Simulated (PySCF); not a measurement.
# Spin-rotation constants: SMILES C(C(=C)CNC=O)F, C₅H₈FNO

Geometry (Å), atoms numbered from 1 in this order:
```xyz
16

C    -1.812    0.989   -0.955
C    -0.924    0.107   -0.528
C    -0.534   -1.112   -1.314
F    -1.081   -1.113   -2.571
C    -0.183    0.254    0.777
N     1.188    0.680    0.560
C     2.219   -0.184    0.600
O     2.131   -1.358    0.860
H    -2.313    0.869   -1.900
H    -2.074    1.856   -0.373
H     0.553   -1.171   -1.436
H    -0.882   -2.024   -0.812
H    -0.685    0.983    1.417
H    -0.126   -0.709    1.292
H     1.335    1.628    0.254
H     3.182    0.311    0.378
```

Theory: GIAO B97-2/pcSseg-1 magnetisability, rotational g tensor and spin-rotation constants, non-relativistic, gas phase (PySCF). Geometry: GFN2-xTB.

Problem. Give the nuclear spin-rotation constants along the inertial axes (H = +C I·J) beside the isotropic shieldings.

Solution. Rotational constants 3.3129, 1.2796, 1.0135 GHz. A star marks the isotopologue with that one atom substituted, in its own axes.
```tsv
atom	isotope	Caa (kHz)	Cbb (kHz)	Ccc (kHz)	mean (kHz)	σ (ppm)
F4	19F	1.519	0.097	0.227	0.614	428.3
N6	14N	0.211	0.108	0.119	0.146	124.3
H9	1H	0.208	-0.108	-0.103	-0.001	26.2
H10	1H	-0.319	0.112	-0.122	-0.110	26.4
H11	1H	-0.101	-0.061	-0.052	-0.071	26.6
H12	1H	-0.369	-0.082	0.046	-0.135	26.6
H13	1H	-0.356	0.049	-0.104	-0.137	28.7
H14	1H	-0.261	-0.089	0.007	-0.114	27.0
H15	1H	-0.412	-0.078	0.010	-0.160	27.2
H16	1H	-0.088	-0.108	0.031	-0.055	23.6
C1	13C*	1.089	0.499	0.147	0.578	72.0
C2	13C*	1.343	0.583	0.178	0.701	35.4
C3	13C*	0.664	0.351	0.260	0.425	100.7
C5	13C*	0.537	0.237	0.186	0.320	144.9
C7	13C*	1.214	0.416	0.373	0.668	27.5
O8	17O*	-0.906	-0.567	-0.430	-0.634	-69.3
```
For the geometry as given, no vibrational averaging.

Problem. How do the rotational constants and the g tensor change when H9, H10, H11, H12, H13, H14, H15, H16 are replaced by deuterium?

Solution. Constants 2.8278, 1.1841, 0.9361 GHz; g -0.0202, -0.0178, -0.0101, against -0.0232, -0.0192, -0.0110 before.
